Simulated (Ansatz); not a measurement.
Program: Ansatz. Geometries: PBE0-D4/def2-TZVP. ΔE: electronic, gas phase. CBS: MP2 limit from def2 TZ/QZ plus the TZ coupled-cluster correction, frozen cores. Functionals use def2-TZVPP. One conformer a species, not always the lowest.

Reaction (redistribution): `BC1=CC1` + `CC(O)N[SiH3]` → `BNC(C)O` + `[SiH3]C1=CC1`

```json
{"level": "r2SCAN", "ΔE (kcal/mol)": "-16.3"}
{"level": "MP2/def2-TZVPP", "ΔE (kcal/mol)": "-16.4"}
{"level": "HF/def2-QZVPP", "ΔE (kcal/mol)": "-23.5"}
{"level": "CCSD/CBS(def2)", "ΔE (kcal/mol)": "-18.7"}
```

Problem. What does CCSD(T)/CBS give? (An estimate is asked.)

Solution. Computed: -17.6 kcal/mol. The listed levels differ from it by 1.3, 1.2, -5.9, -1.1 kcal/mol.

Largest T1 diagnostic among the species: 0.012.

In def2-TZVPP, CCSD(T) changes the Hartree–Fock value by +5.7 kcal/mol (the triples alone add +1.1 kcal/mol) and MP2 by +7.4 kcal/mol. The D4 term adds +0.8 kcal/mol with B3LYP and +0.4 kcal/mol with PBE0; it sums over pairs of atoms, weighted by their polarisabilities, and B3LYP, whose exchange is more repulsive, gets the larger term.

B3LYP here is the variant with VWN-RPA as its local correlation; programs differ in this.
